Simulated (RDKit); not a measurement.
Job for RDKit: MMFF94 on C2H4N2 (a complex), monomers drawn apart or pushed together.

```python
from rdkit import Chem
from rdkit.Chem import AllChem, rdDetermineBonds

blocks = [
'''6

C    -0.14217367    0.73372972   -0.10529668
C     0.30826340   -0.51102443   -0.14968332
H     0.36212425    1.54138089   -0.62195466
H    -1.03482625    0.99602204    0.44960516
H    -0.19744383   -1.31709268    0.36769379
H     1.20052187   -0.77484138   -0.70456579
''',
'''2

N     0.11072029   -0.18450072    4.40741716
N    -0.70096493   -0.61220270    3.81755005
''',
]
mol = None
for b in blocks:
    f = Chem.MolFromXYZBlock(b)
    rdDetermineBonds.DetermineBonds(f, charge=0)
    mol = f if mol is None else Chem.CombineMols(mol, f)
Chem.SanitizeMol(mol)
print(Chem.MolToSmiles(Chem.RemoveHs(mol)))
ff = AllChem.MMFFGetMoleculeForceField(mol, AllChem.MMFFGetMoleculeProperties(mol), nonBondedThresh=100.0, ignoreInterfragInteractions=False)
e = ff.CalcEnergy()
print(f'MMFF94 energy {e:.6f} kcal/mol')
```

Program output:

```
C=C.N#N
MMFF94 energy 63.761229 kcal/mol
```

The run finished.

Cost: roughly 0.04 core-seconds.
